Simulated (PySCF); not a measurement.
**Ti²⁺: excitation energy**

Ti²⁺ [Ar] 3d2 (3F) → Ti²⁺ [Ar] 3d1 4s1 (3D), as a difference of total energies. All numbers are calculated (PySCF 2.14, the non-relativistic Hamiltonian (point nucleus), in dyall-av2z). Correlated levels: valence: [Ar] frozen; virtual orbitals above 40 to 60 times the deepest correlated orbital energy dropped. The calculations carry no spin-orbit coupling.

```tsv
method	excitation energy (eV)
UHF	4.923
MP2 (valence)	4.959
SCS-MP2 (valence)	4.935
CCSD (valence)	4.967
```

Question: How much does correlation contribute at MP2 (valence)?

Answer: 4.959 − (4.923) = 0.036 eV, measured against UHF.

With two correlated electrons CCSD is exact in that space.
